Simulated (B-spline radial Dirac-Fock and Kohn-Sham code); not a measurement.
Level of theory: the Dirac equation of a negative muon with reduced mass in the field of a spherical finite nucleus, with the Uehling potential to all orders; nuclear polarisation, deformation, hyperfine structure, self-energy, higher-order vacuum polarisation, relativistic recoil and electron screening are left out; a B-spline atomic structure program. The nuclear charge is a Fermi distribution (skin thickness 2.3 fm).

Task: A muonic atom of atomic mass 126.91 u emits these computed lines: 2p3/2 → 1s1/2 3997 keV, 3d5/2 → 2p3/2 1227 keV, 4f7/2 → 3d5/2 433.9 keV, 5g9/2 → 4f7/2 199.9 keV. Which element is it, and what rms charge radius was used?

Result: Barium (Z = 56, nuclide ¹²⁷Ba); the high transitions hardly feel the nucleus and fix Z. The 2p → 1s line lies 2993 keV below the value for a point nucleus without QED, which for this nuclear model gives a radius near 4.82 fm (4.8204 fm was used).
